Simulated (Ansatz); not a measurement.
Ge₇S₆. Total charge 0; singlet. Geometry r2SCAN-D4/def2-SVP; atoms count from 1.

```xyz
13

Ge   -2.562   -1.024   -1.429
Ge    1.084   -0.214   -0.407
Ge    1.489    1.859   -2.807
Ge    0.960   -1.548    1.737
Ge   -0.995    0.700   -2.693
Ge   -1.533    1.983    1.390
Ge   -1.301   -1.046    2.776
S     0.008    0.957    2.776
S     2.792    0.273   -1.788
S     2.834   -2.157    2.306
S    -0.229   -1.455   -1.930
S    -2.484   -0.177    0.794
S    -0.064    1.850   -0.724
```

Another isomer (singlet) lies 0.58 eV lower at PBE0-D4/def2-SVP; other spin states weren't run for this one.

Estimate the Mulliken populations from the PBE0/def2-SVP orbitals of Ansatz.


| atom | charge (e) |
| --- | --- |
| Ge1 | 0.38 |
| Ge2 | 0.40 |
| Ge3 | 0.39 |
| Ge4 | 0.21 |
| Ge5 | 0.11 |
| Ge6 | 0.50 |
| Ge7 | 0.36 |
| S8 | -0.42 |
| S9 | -0.32 |
| S10 | -0.29 |
| S11 | -0.36 |
| S12 | -0.51 |
| S13 | -0.46 |
Mulliken values and Mayer orders depend strongly on the basis.

And the Mayer bond orders between bonded heavy atoms (over 0.3)?

Ge1–Ge5 0.65 (2.65 Å); Ge1–S11 0.69 (2.42 Å); Ge1–S12 0.73 (2.38 Å); Ge2–Ge4 0.57 (2.53 Å); Ge2–S9 1.01 (2.25 Å); Ge2–S11 0.72 (2.36 Å); Ge2–S13 0.68 (2.38 Å); Ge3–Ge5 0.56 (2.74 Å); Ge3–S9 1.05 (2.29 Å); Ge3–S13 0.43 (2.60 Å); Ge4–Ge7 0.67 (2.54 Å); Ge4–S10 1.91 (2.05 Å); Ge5–S11 0.76 (2.41 Å); Ge5–S13 0.63 (2.46 Å); Ge6–S8 0.98 (2.31 Å); Ge6–S12 0.70 (2.43 Å); Ge6–S13 0.40 (2.58 Å); Ge7–S8 0.82 (2.39 Å); Ge7–S12 0.63 (2.47 Å).
